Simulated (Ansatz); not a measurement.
`N=C=CBr` + H₂ → `C=C=N` + HBr at 700 K and 1 bar (hydrogenolysis of a C–Br bond).

Calculated with Ansatz (gas phase, PBE0-D4/def2-TZVP geometries, no zero-point term in ΔE). CCSD(T)/CBS adds triple-zeta CCSD(T) − MP2 to the extrapolated MP2 energy (def2 sets, frozen cores). This one scheme is used for every species. For Br outer-core shells are correlated without core-valence functions, which leaves a few kJ/mol of doubt a bond. Scalar relativity is left out up to krypton. One conformer a species, not always the lowest.

| species | CCSD(T)/CBS energy (Eh) | H − E (kJ/mol) | S (J/(mol·K)) |
| --- | --- | --- | --- |
| `N=C=CBr` | -2705.25870 | 140.8 | 366.1 |
| H₂ | -1.17544 | 46.8 | 155.3 |
| `C=C=N` | -132.55079 | 156.4 | 309.8 |
| HBr | -2573.91920 | 36.5 | 223.7 |

H − E and S are ideal-gas, rigid-rotor, harmonic terms from PBE0-D4/def2-TZVP, for one conformer and one mirror image of each species. For small species the MP2-based limit differs from directly extrapolated CCSD(T) by up to some mEh (0.8 for H₂); such offsets cancel only in part. 1 Eh = 2625.50 kJ/mol, R = 8.31446 J/(mol·K).

Problem. By hand: ΔE, ΔH, ΔS and ΔG.

Solution. ΔE = (-132.55079) + (-2573.91920) − (-2705.25870) − (-1.17544) = -0.03585 Eh = -94.1 kJ/mol. Δ(H − E) = 156.4 + 36.5 − 140.8 − 46.8 = 5.3, so ΔH = -88.8 kJ/mol. ΔS = 309.8 + 223.7 − 366.1 − 155.3 = 12.1 J/(mol·K). ΔG = -88.8 − 700 × (12.1)/1000 = -97.3 kJ/mol.

Problem. By hand: the equilibrium constant, and the temperature at which ΔG would vanish if ΔH and ΔS stayed fixed.

Solution. log₁₀ K = −ΔG/(RT ln 10) = 7.3. ΔH and −TΔS have one sign here, so there is no such temperature.

The number of gas molecules stays the same, so ΔS is small and ΔH decides. A doubt of 5 kJ/mol in ΔE shifts log₁₀ K by 0.4 here. Other conformers and mirror images would add mixing entropy, several J/(mol·K) or more a flexible species. These are equilibria of isolated gas molecules and say nothing of rates. Largest T1 diagnostic: 0.015 (customary marks: 0.02 for closed shells, 0.045 for open ones).

ΔS is within the doubt of such terms, so its sign, and with it that verdict, could turn.
